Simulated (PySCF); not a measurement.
Se(SiH3)(OSiH3) (H6OSeSi2), SMILES [SiH3][Se]O[SiH3]. Heavy atoms are numbered as in [Se:1]([SiH3:2])[O:6][SiH3:7]. Hydrogens are named by the atom that carries them.

Coordinates come from a PBE0-D3(BJ)/def2-SVP optimisation. The structure was generated by enumeration, and PubChem lists no compound with its InChIKey, so it may never have been made. Other conformers were not sampled.

These are HF/pcSseg-1 (PySCF) values and carry that method's errors.

GIAO shieldings, no solvent; atoms alike by connectivity are averaged. δ = σ(ref) − σ: ⁷⁷Se against Me2Se (σ = 1942.8 ppm); ²⁹Si against TMS (σ = 393.8 ppm); ¹H against TMS (σ = 31.99 ppm); ¹⁷O against H2O (σ = 333.0 ppm), references at their B3LYP-D3(BJ)/def2-TZVP geometries, non-relativistic.

```csv
atoms,nucleus,count,δ (ppm)
Se1,⁷⁷Se,1,1033.9
Si7 (SiH3),²⁹Si,1,(withheld)
Si2 (SiH3),²⁹Si,1,(withheld)
H on Si2,¹H,3,(withheld)
H on Si7,¹H,3,4.58
O6,¹⁷O,1,-159.1
```

Q: Complete the blanks. (An estimate is asked for; the answer gives what the named calculation found.)

A: 
- Si7 (SiH3), δ (ppm): -27.5
- Si2 (SiH3), δ (ppm): -48.4
- H on Si2, δ (ppm): 4.99
